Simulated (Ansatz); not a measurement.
GeFCl3 (GeCl3F). Charge 0, multiplicity 1. Geometry PBE0-D4/def2-SVP, basis def2-TZVP, Ansatz.

```xyz
5

Ge   -0.047   -0.008   -0.006
F    -1.728   -0.295   -0.202
Cl    0.388    1.900   -0.810
Cl    0.999   -1.524   -1.046
Cl    0.387   -0.073    2.064
```

```
run  HOMO (eV)  LUMO (eV)
  A     -13.24       1.97
  B      -8.33      -3.17
  C     -12.67       0.16
  D     -12.07      -0.05
  E      -9.82      -2.17
  F      -8.28      -3.05
```

LC-ωPBE has ω = 0.4 bohr⁻¹.

**Question.** The runs used HF, LC-ωPBE, PBE, PBE0, revPBE, ωB97M-V. Estimate which is which.

**Answer.** A HF (100 % exact exchange); B PBE (0 % exact exchange); C LC-ωPBE (range-separated); D ωB97M-V (range-separated); E PBE0 (25 % exact exchange); F revPBE (0 % exact exchange). Exact exchange lowers occupied and raises empty levels; among semilocal functionals meta-GGAs tend to open the gap a little, and such runs are hard to tell apart. The gap grows from 5.17 eV (PBE) to 15.20 eV (HF).
